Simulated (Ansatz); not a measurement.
`[Cl][SnH2][Si](Cl)(Cl)Cl` + `O=C=NB(F)F` → `O=C=[N][SnH2][Cl]` + `FB(F)[Si](Cl)(Cl)Cl`  (redistribution)

Gas-phase electronic energies from Ansatz, PBE0-D4/def2-TZVP geometries. CCSD(T)/CBS is the MP2 limit (def2-TZVPP, def2-QZVPP) plus CCSD(T) − MP2 in def2-TZVPP, frozen cores. DFT in def2-TZVPP. Elements past krypton have def2 core potentials. For Sn outer-core shells are correlated without core-valence functions, which leaves a few kJ/mol of doubt a bond. One conformer a species, not always the lowest.

`[Cl][SnH2][Si](Cl)(Cl)Cl`:

Cartesian coordinates in Å:
```
Cl 1.993 0.820 1.878
Sn 1.245 -0.415 0.045
Si -1.214 0.265 -0.215
Cl -2.265 -0.200 1.467
Cl -2.039 -0.733 -1.797
Cl -1.369 2.267 -0.555
H 1.441 -2.055 0.456
H 2.207 0.052 -1.278
```

`O=C=NB(F)F`:

```xyz
6

O     2.323    0.741    0.886
C     1.304    0.269    0.611
N     0.263   -0.293    0.392
B    -0.919   -0.248   -0.385
F    -1.833   -1.180   -0.239
F    -1.138    0.711   -1.264
```

`O=C=[N][SnH2][Cl]`:

```xyz
7

O     2.935    0.523    0.324
C     1.897   -0.005    0.303
N     0.860   -0.615    0.305
Sn   -1.071   -0.243   -0.101
Cl   -1.193    1.978   -0.761
H    -1.499   -1.218   -1.418
H    -1.929   -0.420    1.348
```

`FB(F)[Si](Cl)(Cl)Cl`:

```xyz
7

F    -0.724    1.772   -1.192
B     0.164    0.842   -0.927
F     1.250    0.799   -1.663
Si   -0.112   -0.504    0.569
Cl   -1.836   -0.130    1.577
Cl    1.455   -0.403    1.865
Cl   -0.197   -2.376   -0.229
```

```csv
level,ΔE (kcal/mol)
B97M-V,23.7
CCSD/def2-TZVPP,21.6
MP2/def2-QZVPP,23.1
CCSD/CBS(def2),22.6
```

Q: What does CCSD(T)/CBS give? (Estimate.)

A: Ansatz gave: +22.4 kcal/mol. The listed levels differ from it by 1.3, -0.8, 0.7, 0.2 kcal/mol.

Largest T1 diagnostic among the species: 0.016.

Leaving LDA and LC-ωPBE aside and taking each functional with its dispersion term where it has one, the values, not all of them listed here, spread over 3.5 kcal/mol, from ωB97X-V to HSE06-D4. LDA lies +3.1 kcal/mol from PBE without D4. At CCSD(T), def2-SVP lies +2.7 kcal/mol from the extrapolated value and def2-TZVPP −1.0 kcal/mol.
